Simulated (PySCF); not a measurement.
HLiO. Atoms are numbered in the order given.

```xyz
3

Li     0.0000     0.0000     1.2700
O      0.0000     0.0000    -0.3176
H      0.0000     0.0000    -1.2691
```

The structure is a stationary point at r2SCAN-D4/def2-TZVPD. The isomer is the one that the SMILES or the coordinates give; other isomers of the formula were not compared.

All values below come from HF/def2-TZVPD run with PySCF.

Gas-phase values at a fixed geometry.

```
Property                                                                                                        Result
---------------------------------------------------------------------------------------------  -----------------------
total energy                                                                                         -82.95365 hartree
point group                                                                                                        C∞v
highest occupied level                                                                                       -10.28 eV
lowest empty level                                                                                             0.07 eV
orbital gap                                                                                                   10.35 eV
dipole moment                                                                                                   4.73 D
quadrupole, principal values (traceless, Buckingham form, about the centre of nuclear charge)  -5.63, -5.63, 11.25 D·Å
mean static polarisability                                                                        13.7 bohr³ (2.03 Å³)
polarisability, principal values                                                                13.2, 13.2, 14.6 bohr³
```
